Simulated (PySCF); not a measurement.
**Orbital picture of KLi**

PBEsol at R = 3.422 Å; basis K x2c-SVPall, Li x2c-SVPall; spin-free X2C with a Gaussian nucleus; PySCF 2.14. State: ¹Σ⁺ (singlet), closed shell. Only the outer orbitals are listed, counted within each symmetry.

```
orbital  occ.  ε (eV)  on K (%)         main shells (%)
     4σ     2  -49.99         0                100 Li s
     5σ     2  -35.21       100                 100 K s
     2π     2  -18.75       100                 100 K p
     2π     2  -18.75       100                 100 K p
     6σ     2  -18.71       100                 100 K p
     7σ     2   -2.79        47         51 Li s, 44 K s
     8σ     0   -1.67        58  50 K s, 36 Li s, 8 K p
     3π     0   -0.74        64         62 K p, 36 Li p
     3π     0   -0.74        64         62 K p, 36 Li p
```

Problem. Which are the highest filled and the lowest empty level, where do they sit, and how wide is the gap?

Solution. Highest filled 7σ at -2.79 eV (in %: 51 Li s, 44 K s); lowest empty 8σ at -1.67 eV (in %: 50 K s, 36 Li s, 8 K p); the gap at PBEsol is 1.12 eV.

- bond order (Mayer): 1.00
- ⟨S²⟩: 0.000
- charge on K (Mulliken, basis-dependent): 0.06
- charge on K (Löwdin, basis-dependent): 0.05
- dipole moment (positive dipole means K(−)Li(+)): -2.52 D

Closed-shell solutions of metal pairs were not tested for spin polarisation, which can lower them a little.
